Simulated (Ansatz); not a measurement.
Al(Cl)2(GeH3) (AlCl₂GeH₃), SMILES [Cl][Al]([Cl])[GeH3]. Atoms are numbered in the order given.

```xyz
7

Al     0.3723    -0.3141     0.3162
Cl     2.3675    -0.6270    -0.2590
Cl    -0.2464    -1.2545     2.0893
Ge    -1.1752     1.0463    -1.0109
H     -2.0331     1.9388    -0.0957
H     -0.4169     1.9387    -2.0088
H     -2.1272     0.1319    -1.8059
```

Geometry: PBE0-D3(BJ)/def2-SVP. The structure was generated by enumeration; whether it is a known compound was not checked.

Two levels are set side by side: PBE-D3(BJ)/def2-SVP (Ansatz, an electronic-structure program) and PBE0-D3(BJ)/def2-SVP (Ansatz). Each level has its own optimised geometry; the coordinates shown are those of the second. Differences are taken from unrounded values.

```json
[
 {"quantity": "mean bond length (Å)", "PBE0-D3(BJ)": "1.878", "PBE-D3(BJ)": "1.891", "PBE-D3(BJ) minus PBE0-D3(BJ)": "0.012"},
 {"quantity": "bond Al1–Cl2 (Å)", "PBE0-D3(BJ)": "2.100", "PBE-D3(BJ)": "2.114", "PBE-D3(BJ) minus PBE0-D3(BJ)": "0.014"},
 {"quantity": "bond Al1–Cl3 (Å)", "PBE0-D3(BJ)": "2.100", "PBE-D3(BJ)": "2.115", "PBE-D3(BJ) minus PBE0-D3(BJ)": "0.014"},
 {"quantity": "bond Al1–Ge4 (Å)", "PBE0-D3(BJ)": "2.451", "PBE-D3(BJ)": "2.460", "PBE-D3(BJ) minus PBE0-D3(BJ)": "0.009"},
 {"quantity": "bond Ge4–H5 (Å)", "PBE0-D3(BJ)": "1.539", "PBE-D3(BJ)": "1.551", "PBE-D3(BJ) minus PBE0-D3(BJ)": "0.012"},
 {"quantity": "bond Ge4–H6 (Å)", "PBE0-D3(BJ)": "1.539", "PBE-D3(BJ)": "1.550", "PBE-D3(BJ) minus PBE0-D3(BJ)": "0.012"},
 {"quantity": "bond Ge4–H7 (Å)", "PBE0-D3(BJ)": "1.541", "PBE-D3(BJ)": "1.553", "PBE-D3(BJ) minus PBE0-D3(BJ)": "0.012"}
]
```

GGA bonds tend to be longer and softer than those of functionals with exact exchange. Differences between two approximate levels are no errors against the true value.
